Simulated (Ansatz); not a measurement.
A structure relaxed at PBE0-D4/def2-TZVP, charge 0, multiplicity 1:

```xyz
9

O     0.694   -0.698   -1.711
C     0.128   -0.245   -0.577
C    -0.984   -0.827   -0.019
In   -0.850    0.409    1.610
N     0.647    0.858    0.054
H     1.297   -0.018   -2.032
H    -1.616   -1.565   -0.484
H    -0.976    1.185    3.101
H     1.660    0.901    0.057
```

Give its formula and SMILES.

C2H4InNO, `OC1=[CH][InH][NH]1`.

Summarise the bond lengths by kind.

1 × C–O 1.346 Å; 1 × H–O 0.964 Å; 1 × C–C 1.373 Å; 1 × C–N 1.372 Å; 1 × C–In 2.050 Å; 1 × C–H 1.077 Å; 1 × In–N 2.206 Å; 1 × H–In 1.685 Å; 1 × H–N 1.014 Å.

Results of the Gaussian-basis code of Ansatz.
